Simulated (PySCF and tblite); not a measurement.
Results of a calculation; reference values are marked as such.
C3H5FSi, numbered as in [CH:1]#[C:2][SiH2:3][CH2:4][F:5].

Search: ETKDG and KDG, MMFF94s, GFN2-xTB, 60 starts; geometries at PBE0-D3(BJ)/def2-SVP. Weights use wB97X/pcseg-1 energies plus GFN2-xTB zero-point and thermal terms (modes under about 100 cm⁻¹ blended into free rotors). Symmetry numbers and mirror images are counted. Conformers within 1.5 kcal/mol (GFN2-xTB free energy) were kept, 2 at most. GIAO shieldings: WP04/pcSseg-1. Shifts are against TMS (¹H), TMS (¹³C), CFCl3 (¹⁹F), TMS (²⁹Si) at the same level. Programs: PySCF with density fitting and tblite.

Question: Predict the averaged NMR shifts at 298.15 K.

Answer: ¹H: 4.40 (H4, 2H), 3.76 (H3, 2H), 2.12 (H1, 1H) ppm. ¹³C: 97.7 (C1), 77.7 (C4), 75.4 (C2) ppm. ¹⁹F: -276.4 (F5) ppm. ²⁹Si: -67.2 (Si3) ppm.

Question: How do the conformers differ?

Answer: Torsions listed: C2–Si3–C4–F5. Of a mirror pair one member is shown.
```tsv
conformer	shape	weight %
1	180°	52.8
2	66°	47.2
```

| signal | 1 | 2 | average |
| --- | --- | --- | --- |
| H1 | 2.10 | 2.15 | 2.12 |
| H3 | 3.81 | 3.70 | 3.76 |
| H4 | 4.43 | 4.37 | 4.40 |
| C1 | 97.9 | 97.3 | 97.7 |
| C2 | 74.9 | 76.0 | 75.4 |
| C4 | 77.3 | 78.1 | 77.7 |
| F5 | -276.9 | -275.8 | -276.4 |
| Si3 | -68.1 | -66.2 | -67.2 |

Question: Which signal moves most, for its nucleus, between 100 and 450 K through the change of populations alone?

Answer: H3: 3.80 ppm at 100 K, 3.76 ppm at 250 K, 3.76 ppm at 298.15 K, 3.75 ppm at 320 K, 3.75 ppm at 450 K.

Unscaled ¹⁹F and ²⁹Si shifts at such levels can be off by tens of ppm; differences between conformers or isomers are more reliable. Shifts are unscaled: against experiment ¹³C can be off by 15 ppm or more and ¹H by 0.8 ppm.
